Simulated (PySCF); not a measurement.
**Gas-phase thermal properties of Br2**

Method: PySCF energies (xtb for GFN2) plus ideal-gas RRHO corrections (1 bar). The comparison is the NASA 1993 polynomial table, which mixes measured and estimated data. 6-31G* has spherical d functions here. All species are closed-shell singlets. B3LYP is the form with VWN-RPA correlation. Br: all electrons, no relativistic terms. The harmonic model lacks anharmonicity and excited electronic states, which grow with temperature; levels with a mode under 35 cm⁻¹ are left out.

| level | point group | σ | ZPE (kJ/mol) | S°298 (J/mol/K) | Cp298 (J/mol/K) | S°1000 (J/mol/K) | H1000 − H298 (kJ/mol) |
|---|---|---|---|---|---|---|---|
| table | - | - | - | 245.5 | 36.1 | 290.4 | 26.2 |
| B3LYP/6-31G* | D∞h | 2 | 1.9 | 245.9 | 36.0 | 290.5 | 25.9 |
| GFN2-xTB | D∞h | 2 | 1.6 | 246.6 | 36.3 | 291.4 | 26.0 |
| HF/6-31G* | D∞h | 2 | 2.1 | 244.7 | 35.7 | 289.2 | 25.9 |
| PBE/def2-SVP | D∞h | 2 | 1.8 | 246.1 | 36.1 | 290.8 | 26.0 |
| PBE0/def2-TZVP | D∞h | 2 | 2.0 | 245.1 | 35.8 | 289.6 | 25.9 |
σ: rotational symmetry number. Electronic degeneracy used: 1. Frequencies are unscaled.
